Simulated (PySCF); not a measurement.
MoOF3, SMILES [O]=[Mo]([F])([F])[F] (connectivity only; charge and spin as stated), neutral, multiplicity 2. Atoms are numbered in the order given.

```xyz
5

Mo     0.0986    -0.0604     0.0000
O      1.6985     0.3939     0.0000
F     -0.7691     0.8836     1.3418
F     -0.7691     0.8836    -1.3418
F     -0.4317    -1.8356     0.0000
```
Charge 0, spin multiplicity 2.

Coordinates come from a r2SCAN-D4/def2-SVP optimisation. The multiplicity is an assumed one; other spin states were not compared. The isomer is the one that the SMILES or the coordinates give; other isomers of the formula were not compared. The def2 effective core potentials stand for the cores of Mo; spin–orbit coupling is left out.

Computed with r2SCAN-D4/def2-SVP run with PySCF.

Frequencies are harmonic and unscaled.

| mode | ν (cm⁻¹) | IR (km/mol) | moving atoms (share of kinetic energy) |
|---|---|---|---|
| 1 | 46 | 33.5 | O 51 %, F 29 %, Mo 19 % |
| 2 | 120 | 2.9 | F 90 % |
| 3 | 131 | 2.9 | F 91 % |
| 4 | 206 | 13.0 | F 76 %, Mo 20 % |
| 5 | 272 | 12.2 | O 55 %, F 31 %, Mo 14 % |
| 6 | 696 | 81.0 | F 90 %, Mo 10 % |
| 7 | 700 | 114.4 | F 81 %, Mo 19 % |
| 8 | 733 | 129.0 | F 76 %, Mo 24 % |
| 9 | 1066 | 155.7 | O 85 %, Mo 14 % |
